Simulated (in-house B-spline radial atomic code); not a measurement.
Successive ionisation energies of tungsten; each step leads to the configuration of the next row (after the last: [Kr] 4d3/2(1)). Dirac energy differences include first-order Breit, QED and recoil terms. NIST's values go from ground level to ground level; the uncertainty of those that are theory runs from under 0.1 % in few-electron ions to several per cent in heavy many-electron ones. Computed with an all-electron radial atomic-structure program (B-spline basis): Dirac-Hartree-Fock, jj configuration that fills j = l - 1/2 first, finite nuclei.

A number in brackets counts the electrons of a j subshell.

```json
{"ion": "W29+", "configuration": "[Kr] 4d3/2(4) 4d5/2(5)", "ionisation energy (eV)": "1177.7", "tabulated value (eV)": "1180", "tabulated kind": "semi-empirical", "computed minus tabulated (eV)": "-2.3", "highest orbital": "4d5/2", "largest mean radius (bohr)": "0.44899"}
{"ion": "W30+", "configuration": "[Kr] 4d3/2(4) 4d5/2(4)", "ionisation energy (eV)": "1227.8", "tabulated value (eV)": "1230.4", "tabulated kind": "semi-empirical", "computed minus tabulated (eV)": "-2.6", "highest orbital": "4d5/2", "largest mean radius (bohr)": "0.44529"}
{"ion": "W31+", "configuration": "[Kr] 4d3/2(4) 4d5/2(3)", "ionisation energy (eV)": "1278.5", "tabulated value (eV)": "1283.4", "tabulated kind": "semi-empirical", "computed minus tabulated (eV)": "-4.9", "highest orbital": "4d5/2", "largest mean radius (bohr)": "0.44166"}
{"ion": "W32+", "configuration": "[Kr] 4d3/2(4) 4d5/2(2)", "ionisation energy (eV)": "1329.8", "tabulated value (eV)": "1335.1", "tabulated kind": "semi-empirical", "computed minus tabulated (eV)": "-5.3", "highest orbital": "4d5/2", "largest mean radius (bohr)": "0.4381"}
{"ion": "W33+", "configuration": "[Kr] 4d3/2(4) 4d5/2(1)", "ionisation energy (eV)": "1381.8", "tabulated value (eV)": "1386.8", "tabulated kind": "semi-empirical", "computed minus tabulated (eV)": "-5.0", "highest orbital": "4d5/2", "largest mean radius (bohr)": "0.43553"}
{"ion": "W34+", "configuration": "[Kr] 4d3/2(4)", "ionisation energy (eV)": "?", "tabulated value (eV)": "?", "tabulated kind": "semi-empirical", "computed minus tabulated (eV)": "?", "highest orbital": "?", "largest mean radius (bohr)": "?"}
{"ion": "W35+", "configuration": "[Kr] 4d3/2(3)", "ionisation energy (eV)": "?", "tabulated value (eV)": "?", "tabulated kind": "semi-empirical", "computed minus tabulated (eV)": "?", "highest orbital": "?", "largest mean radius (bohr)": "?"}
{"ion": "W36+", "configuration": "[Kr] 4d3/2(2)", "ionisation energy (eV)": "1562.9", "tabulated value (eV)": "1569.1", "tabulated kind": "semi-empirical", "computed minus tabulated (eV)": "-6.2", "highest orbital": "4d3/2", "largest mean radius (bohr)": "0.42788"}
```

Question: Fill in the row of W34+.

Answer: ionisation energy (eV): 1454.8; tabulated value (eV): 1459.9; computed minus tabulated (eV): -5.1; highest orbital: 4d3/2; largest mean radius (bohr): 0.43307.

Question: Fill in the row of W35+.

Answer: ionisation energy (eV): 1508.5; tabulated value (eV): 1512.4; computed minus tabulated (eV): -3.9; highest orbital: 4d3/2; largest mean radius (bohr): 0.43046.

Question: How far is this level of theory from the measured and semi-empirical values?

Answer: Over those 8 rows the differences run from -6.24 to -2.31 eV (mean absolute value 4.4 eV). The calculation leaves out correlation and, in open shells, the multiplet splittings that an average leaves out.
